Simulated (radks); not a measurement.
Ionisation of the mercury ion Hg+, [Xe] 4f14 5d10 6s1, to [Xe] 4f14 5d10 as the strength of local exchange is varied. All-electron calculation, scalar-relativistic Kohn-Sham, Slater X-alpha exchange (alpha = 2/3 is LDA exchange), no correlation, spin-polarised, spherical densities, finite nucleus; open shells are filled with parallel spins first (spin-orbit coupling, left out, can overturn this in heavy ions); Fermi nuclear charge, rms radius 5.4648 fm. Program: a radial shooting solver on a logarithmic mesh with Libxc functionals.

\begin{tabular}{lrrrrr}
alpha & E(Hg+) (hartree) & exchange (hartree) & IE (eV) & -e of the level emptied (eV) & <r> of it (bohr) \\ \hline
0.586 & -19555.8678 & -307.7297 & 17.651 & 13.602 (6s) & 2.570 \\
0.59 & -19557.9806 & -309.8657 & 17.690 & 13.640 (6s) & 2.568 \\
0.667 & -19598.6994 & -351.0775 & 18.453 & 14.399 (6s) & 2.528 \\
0.729 & -19631.5510 & -384.3900 & 19.078 & 15.023 (6s) & 2.497 \\
0.824 & -19682.0009 & -435.6565 & 20.054 & 16.003 (6s) & 2.450 \\
0.891 & -19717.6633 & -471.9751 & 20.755 & 16.711 (6s) & 2.419 \\
\end{tabular}

NIST Atomic Spectra Database: 18.757 eV (measured). The Delta-SCF value meets it near alpha = 0.70.
